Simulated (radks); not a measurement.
Q: The mean radii <r> (bohr) of the occupied orbitals of an atom or ion are listed with their occupations. Method: non-relativistic Kohn-Sham, PBE, spin-polarised, spherical densities, point nucleus; computed with a radial shooting solver on a logarithmic mesh with Libxc functionals.

orbital  occ.     <r>
1s up       1  0.7606
4f up       1   16.83

Name the element and its charge. Open shells, if any, are filled with parallel spins first.

A: Z = 2, helium, charge 0: He in 1s1 4f1. The 1s radius gives Z: for a bare nucleus <r> = 1.5/Z, 0.75 bohr for Z = 2, and screening makes it slightly larger (0.7606 here). The occupations add up to 2, and the charge is Z minus that.
